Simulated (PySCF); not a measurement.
# Ti(16+): ionisation energy

Ti(16+) [He] 2s2 2p2 [2p1/2^2, M_J = 0] → Ti(17+) [He] 2s2 2p1 [2p1/2^1, M_J = 1/2], as a difference of total energies. Computed with PySCF 2.14 in an even-tempered Gaussian basis (17 s from 3.4 bohr⁻², ratio 2.4; 11 p from 4.4 bohr⁻², ratio 2.4; 5 d from 17 bohr⁻², ratio 2.6; 5 f from 25 bohr⁻², ratio 2.6), with the two-component X2C-1e Hamiltonian. Correlated levels: nothing frozen; the 28 highest virtual spinors dropped. "Screened" scales the spin-orbit matrix elements by Boettger's factors to mimic the two-electron term; Breit and QED terms are absent.

| method | ionisation energy (eV) |
| --- | --- |
| GHF (spin-free) | 1131.1 |
| GMP2 (spin-free) | 1131.3 |
| GHF (screened spin-orbit) | 1129.9 |
| GMP2 (screened spin-orbit) | 1130.3 |

The labels give the starting determinants; with spin-orbit coupling the two ends relaxed to ⟨J²⟩ = 1.20, ⟨L²⟩ = 1.91, ⟨S²⟩ = 1.90 and ⟨J²⟩ = 0.75, ⟨L²⟩ = 2.00, ⟨S²⟩ = 0.75.

The determinant of Ti(16+) mixes levels of different J (the jj label is only the starting occupation), so the difference between spin-free and spin-orbit rows is not the physical spin-orbit shift.

For comparison: 1130.2 ± 0.5 eV (semi-empirical (NIST evaluation); NIST Atomic Spectra Database, ionization energies).
